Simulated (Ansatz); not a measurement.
Stepwise reaction of `[NH2][GeH2][NH2]` with hydrogen fluoride, as a gas-phase model of exchange steps in deposition or etching. ΔE in kJ/mol; ΔG adds harmonic PBE0-D4 terms to CCSD(T)/CBS, at 1 bar.

Gas-phase electronic energies from Ansatz, PBE0-D4/def2-TZVP geometries. CCSD(T)/CBS adds triple-zeta CCSD(T) − MP2 to the extrapolated MP2 energy (def2 sets, frozen cores). This one scheme is used for every species. Functionals use def2-TZVPP. B3LYP here is the variant with VWN-RPA as its local correlation; programs differ in this. For Ge outer-core shells are correlated without core-valence functions, which leaves a few kJ/mol of doubt a bond. Scalar relativity is left out up to krypton. One conformer a species, not always the lowest.

| step | reaction | PBE-D4 | B3LYP-D4 | ωB97M-V | CCSD(T)/CBS | ΔG(600 K) |
| --- | --- | --- | --- | --- | --- | --- |
| 2 | `[NH2][GeH2][F]` + H–F → `[F][GeH2][F]` + NH₃ | -47.1 | -51.0 | -49.5 | -41.4 | -38.2 |

Task: Give the row of step 1, `[NH2][GeH2][NH2]` + H–F → `[NH2][GeH2][F]` + NH₃. (Estimate.)

Result: Ansatz gave: 
| step | reaction | PBE-D4 | B3LYP-D4 | ωB97M-V | CCSD(T)/CBS | ΔG(600 K) |
| --- | --- | --- | --- | --- | --- | --- |
| 1 | `[NH2][GeH2][NH2]` + H–F → `[NH2][GeH2][F]` + NH₃ | -70.2 | -74.3 | -73.1 | -63.9 | -66.6 |

Task: By hand: ΔE of the 2 steps together at CCSD(T)/CBS.

Result: (-63.9) + (-41.4) = -105.3 kJ/mol, or -52.6 kJ/mol a step.

In ΔE each step is higher than the one before. All are downhill at CCSD(T)/CBS. ΔG lies between -66.6 and -38.2 kJ/mol a step. PBE-D4 differs from CCSD(T)/CBS by -6.3 to -5.7 kJ/mol a step. Isolated molecules leave out the surface, adducts and barriers. Largest T1 diagnostic: 0.012.
